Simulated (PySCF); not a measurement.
Dipole moment and polarisability of `O=C[Si@@H]1OCC(=O)O1`

Compound: C3H4O4Si.
Atom-mapped SMILES: `[O:1]=[CH:2][Si@@H:3]1[O:4][CH2:5][C:6](=[O:7])[O:8]1` (hydrogens: H9 on C2; H10 on Si3; H11, H12 on C5)

Structure used (GFN2-xTB), in Å, numbered top down from 1:
```xyz
12
C3H4O4Si angstrom
O      3.3970    0.6326   -0.3646
C      2.3884   -0.0063   -0.2410
Si     0.6388    0.7742   -0.2021
O     -0.1713    0.3311    1.1490
C     -1.3926   -0.2852    0.8543
C     -1.4570   -0.5359   -0.6502
O     -2.3362   -1.0916   -1.2291
O     -0.3740   -0.0326   -1.2455
H      2.4544   -1.1124   -0.1350
H      0.5530    2.1906   -0.5031
H     -2.2250    0.3639    1.1422
H     -1.4743   -1.2290    1.3991
```

Level: CAM-B3LYP/def2-SVPD (PySCF), static field, nuclei fixed, core orbitals frozen in the response. The polarisability tensor in these axes (au):

```
x   82.59  9.02 -0.60
y    9.02 61.66  0.09
z   -0.60  0.09 55.88
```

**Question.** Give the principal values, the mean and the anisotropy Δα = √{½[(α1 − α2)² + (α2 − α3)² + (α1 − α3)²]}.

**Answer.** Principal values 55.84, 58.35 and 85.95 au; mean 66.71 au = 9.89 Å³ = 11.00 × 10⁻⁴⁰ C²·m²/J; Δα = 28.94 au (43 % of the mean).

**Question.** What is the dipole moment, and where does it point?

**Answer.** (0.08, 0.46, 2.14) D, 2.19 D in size, pointing from the negative to the positive side. Measured along this direction, the outermost atoms are O7 at the negative end and O4 and H11 at the positive end.

**Question.** Traceless (Buckingham) quadrupole moment about the centre of nuclear charge: eigenvalues?

**Answer.** -20.80, 6.88, 13.92 D·Å. The values depend on the origin, since the dipole doesn't vanish. The electronic extent ⟨r²⟩ about the same centre is 1163 bohr², a root-mean-square distance of 2.19 Å for the 68 electrons.

**Question.** Find the Langevin capture rate constant for H3+ (3.023 u) meeting this molecule (131.988 u), k = 2.342 × 10⁻⁹ cm³/s × √(α in Å³ / reduced mass in u).

**Answer.** The reduced mass is 2.96 u, so k = 4.28 × 10⁻⁹ cm³/s. The formula leaves out the permanent dipole, which adds to the capture rate.

**Question.** In a dilute gas of rigid molecules at 273 K, how does the orientational term μ²/3kT compare with the electronic polarisability?

**Answer.** In Gaussian units μ²/3kT = 42.44 Å³ against 9.89 Å³, a ratio of 4.29; the Debye molar polarisation (4π/3)N_A(α + μ²/3kT) is 132.0 cm³/mol, leaving out the vibrational part.

Geometry: GFN2-xTB, one conformer, isolated molecule.
